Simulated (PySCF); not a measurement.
Spin states of SrIn

Unrestricted PBE0; basis Sr def2-SVP with ECP28, In def2-SVP with ECP28; scalar-relativistic core potentials; PySCF 2.14. Outer shells of the fragments: Sr 5s2; In 4d10 5s2 5p1.

Followed along the bond (rough minima from three points):

| 2Ms+1 | unpaired | ⟨S²⟩ at the start | R at minimum (Å) | Te (eV) |
| --- | --- | --- | --- | --- |
| 2 | π ↑ | 0.95 | 3.46 | 0.00 |
| 2 | σ ↑ | 0.75 | 3.90 | 0.25 |
| 4 | σ ↑, π ↑↑ | 3.75 | 3.04 | 0.51 |
| 4 | σ ↑↑, π ↑ | 3.75 | 3.36 | 0.70 |
| 2 | σ ↓, π ↑↑ | 1.76 | 3.05 | 0.78 |

Solutions found at the starting distance of 3.100 Å, counted from the lowest of them; the search is not exhaustive and high or unbound solutions are not listed, so other states can lie among these:

| 2Ms+1 | unpaired | term | E (eV) | ⟨S²⟩ | ⟨Lz²⟩ | μ (D) |
| --- | --- | --- | --- | --- | --- | --- |
| 2 | π ↑ | ²Π | 0.00 | 0.95 | 1.01 | -2.53 |
| 4 | σ ↑, π ↑↑ | ⁴Σ⁻ | 0.37 | 3.75 | 0.00 | -5.57 |
| 2 | σ ↓, π ↑↑ | mixed | 0.64 | 1.76 | 0.00 | -4.22 |
| 4 | σ ↑↑, π ↑ | ⁴Π | 0.64 | 3.75 | 1.01 | -4.20 |
| 2 | σ ↑ | ²Σ⁺ | 0.65 | 0.75 | 0.00 | -0.40 |
| 2 | σ ↑, π ↑↓ | mixed | 0.69 | 1.76 | 2.02 | -4.89 |
| 2 | σ ↑ | mixed | 1.18 | 0.76 | 2.01 | -4.79 |
| 4 | σ ↑, π ↑↑ | mixed | 1.71 | 3.75 | 2.01 | 0.43 |
| 4 | σ ↑, π ↑, δ ↑ | mixed | 1.82 | 3.75 | 5.00 | -3.63 |
| 4 | σ ↑, π ↑, δ ↑ | mixed | 1.83 | 3.75 | 4.93 | -3.61 |

A term symbol is given only where ⟨S²⟩ and ⟨Lz²⟩ are close to those of a pure state; real π, δ and φ orbitals otherwise mix terms. A positive dipole means Sr(−)In(+).

Problem. Compare the gap between the two lowest followed solutions at the starting distance with the gap between their minima.

Solution. At PBE0 the second solution (doublet, unpaired electrons σ ↑) lies +0.65 eV from the first (doublet, unpaired electrons π ↑) at 3.100 Å and +0.25 eV at the minima; the two curves relax by different amounts, since their minima lie near 3.90 and 3.46 Å.

Spin–orbit coupling is left out.
